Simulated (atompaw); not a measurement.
Building the PAW (atompaw) potential for magnesium (Mg) (PBEsol, scalar-relativistic).

| Property | Result |
| --- | --- |
| Element | magnesium (Mg) |
| Generator | atompaw 4.2.0.5 |
| Type | PAW |
| Functional | PBEsol |
| Relativity | scalar-relativistic |
| Frozen core | [He] 2s2 |
| Valence charge | 8 |
| Reference configuration | 2p6 3s1.75 3p0.25 |
| Partial waves | 3s (bound); 3s channel at 1.95 Ry; 2p (bound); 3p (bound); 3d channel at 0.4 Ry |
| Local potential | vpsmatchnc scheme with l = 3 at -0.5 Ry, radius 2.00 bohr |
| Core correction | smooth core density matched at 1.80 bohr |
| Augmentation charge | sinc compensation charge, radius 2.50 bohr; PAW radius 2.80 bohr; waves and projectors: bloechl |

All-electron outer shells of the reference configuration (PBEsol, scalar-relativistic, ld1.x):

| shell | level (eV) | outermost node (bohr) | outermost maximum (bohr) |
| --- | --- | --- | --- |
| 1s | -1257.20 | – | 0.09 |
| 2s | -80.14 | 0.18 | 0.55 |
| 2p | -47.09 | – | 0.48 |
| 3s | -4.94 | 0.90 | 2.53 |
| 3p | -1.52 | 0.96 | 3.46 |

**Question.** Estimate the cutoffs (Ry, on a coarse ladder) from which the occupation-weighted sum of valence levels, in a spherical-Bessel basis at the reference potential, stays within 10 and 1 mRy of its value at 400 Ry.

**Answer.** 35 Ry and 45 Ry.

**Question.** Does the potential have ghost states?

**Answer.** No extra level below or beside the all-electron valence levels (s, p, d, f tested).

**Question.** Is the overlap operator S = 1 + Σ q|β⟩⟨β| positive definite (Bessel basis up to 400 Ry)?

**Answer.** Yes: its lowest eigenvalue is 0.30 (s channel).
